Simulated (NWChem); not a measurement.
Species: C$_{2}$H$_{3}$I; SMILES C=CI

Program: NWChem. Structure relaxed at the PBE0/def2-SVP level. def2 effective core potentials on I; no spin-orbit coupling.

```json
[
 {"level": "B3LYP/STO-3G (all-electron, non-relativistic)", "basis functions": "40", "highest occupied level (eV)": "-4.61", "orbital gap (eV)": "7.35", "dipole (D)": "1.21"},
 {"level": "B3LYP/3-21G (all-electron, non-relativistic)", "basis functions": "55", "highest occupied level (eV)": "-6.57", "orbital gap (eV)": "6.17", "dipole (D)": "1.27"},
 {"level": "B3LYP/def2-SVP (core potentials)", "basis functions": "69", "highest occupied level (eV)": "…", "orbital gap (eV)": "…", "dipole (D)": "…"},
 {"level": "B3LYP/def2-SVPD (core potentials)", "basis functions": "99", "highest occupied level (eV)": "-6.88", "orbital gap (eV)": "5.82", "dipole (D)": "1.27"},
 {"level": "B3LYP/def2-TZVP (core potentials)", "basis functions": "130", "highest occupied level (eV)": "-6.86", "orbital gap (eV)": "5.90", "dipole (D)": "1.26"}
]
```

Problem. Some entries are withheld; supply them.

Solution. 
- B3LYP/def2-SVP (core potentials), highest occupied level (eV): -6.74
- B3LYP/def2-SVP (core potentials), orbital gap (eV): 6.03
- B3LYP/def2-SVP (core potentials), dipole (D): 1.14
